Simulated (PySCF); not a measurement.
Correlation energy of Xe⁺ (xenon, charge +1)

[Kr] 4d10 5s2 5p4 5d1, one real determinant (an excited configuration). Calculation: PySCF 2.14, in aug-cc-pVTZ-PP with ECP28MDF (6s5p4d2f, 55 functions); scalar relativity through the core potential. Frozen: 4s2 4p6 4d10; 7 electrons correlated.

```json
{"level": "CCSD", "correlation energy (mhartree)": "-120.98"}
{"level": "(T)", "correlation energy (mhartree)": "-4.72"}
{"level": "CCSD(T)", "correlation energy (mhartree)": "-125.70"}
```

Diagnostics: T1 = 0.0081, D1 = 0.0228, largest double amplitude 0.113.

The real determinant used has ⟨L²⟩ near 8 against 12 for a pure F term, so it mixes terms. The outer electron is Rydberg-like, and this basis confines it to a smaller radius and binds it less than a complete one would.

Cost of the coupled-cluster step: roughly 5 core-seconds, for 7 correlated electrons.

Iterations:

```
CC2 = 0
CCSD nocc = (np.int64(5), np.int64(2)), nmo = (46, 46)
frozen orbitals [[0, 1, 2, 3, 4, 5, 6, 7, 8], [0, 1, 2, 3, 4, 5, 6, 7, 8]]
max_cycle = 100
direct = 0
conv_tol = 1e-08
conv_tol_normt = 1e-06
diis_space = 8
diis_start_cycle = 0
Init t2, MP2 energy = -0.0994871924681416
Init E_corr(UCCSD) = -0.0994871924686387
cycle = 1  E_corr(UCCSD) = -0.114536980007402  dE = -0.0150497875  norm(t1,t2) = 0.0455013
cycle = 2  E_corr(UCCSD) = -0.11801551709191  dE = -0.00347853708  norm(t1,t2) = 0.0210338
cycle = 3  E_corr(UCCSD) = -0.120204916565621  dE = -0.00218939947  norm(t1,t2) = 0.014947
cycle = 4  E_corr(UCCSD) = -0.120629674299751  dE = -0.000424757734  norm(t1,t2) = 0.0104199
cycle = 5  E_corr(UCCSD) = -0.120993058525182  dE = -0.000363384225  norm(t1,t2) = 0.00361793
cycle = 6  E_corr(UCCSD) = -0.120981771566032  dE = 1.12869591e-05  norm(t1,t2) = 0.000531697
cycle = 7  E_corr(UCCSD) = -0.12098307197996  dE = -1.30041393e-06  norm(t1,t2) = 0.000170831
cycle = 8  E_corr(UCCSD) = -0.120983739480105  dE = -6.67500145e-07  norm(t1,t2) = 4.78825e-05
cycle = 9  E_corr(UCCSD) = -0.120982930775892  dE = 8.08704213e-07  norm(t1,t2) = 1.1495e-05
cycle = 10  E_corr(UCCSD) = -0.120983225284882  dE = -2.9450899e-07  norm(t1,t2) = 2.69798e-06
cycle = 11  E_corr(UCCSD) = -0.120983233111601  dE = -7.82671934e-09  norm(t1,t2) = 5.64849e-07
UCCSD converged
E(UCCSD) = -327.5838260280185  E_corr = -0.1209832331116014
UCCSD(T) correction = -0.00471500733208276
```

The reference is one real determinant that mixes LS terms of this configuration.
